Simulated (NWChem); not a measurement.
SnSe, singlet; SMILES [Se]=[Sn]

All runs: NWChem. Low-valent species are run as closed-shell singlets; no triplet was tried in these runs. This build's default masses of Se (78.918 u) and Br (79.917 u) are each other's, which moves their modes by up to 0.6 %. def2 effective core potentials on Sn; no spin-orbit coupling. The level has its own optimisation; frequencies are unscaled.

### Question
Predict the results for CAM-B3LYP/def2-SVP (core potentials). Quantities: r Se–Sn (Å); highest harmonic frequency (cm⁻¹); zero-point energy (kcal/mol).

### Answer
The r Se–Sn (Å) is 2.326 and the highest harmonic frequency (cm⁻¹) is 351. The zero-point energy (kcal/mol) is 0.5.
